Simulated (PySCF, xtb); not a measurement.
Si(NHSiH3)(Cl)3 (Cl3H4NSi2), SMILES [SiH3]N[Si](Cl)(Cl)Cl. Other conformers were not sampled.

Harmonic wavenumbers (cm⁻¹) from xtb 6.7.1 with GFN2-xTB at its own minimum, in rising order: 23, 39, 91, 125, 134, 175, 210, 232, 252, 406, 523, 528, 578, 591, 726, 742, 783, 800, 983, 1198, 2261, 2279, 2286, 3482.

Question: What does PySCF with PBE-D3(BJ)/def2-SVP give at its own minimum? (Estimate from the structure and the level; the computed values follow.)

Answer: 20, 48, 93, 149, 159, 208, 261, 274, 299, 431, 594, 595, 633, 684, 772, 894, 904, 925, 968, 1141, 2167, 2167, 2203, 3512. Paired by order, the mean absolute difference is 58 cm⁻¹ and the zero-point energies are 27.8 and 28.7 kcal/mol.
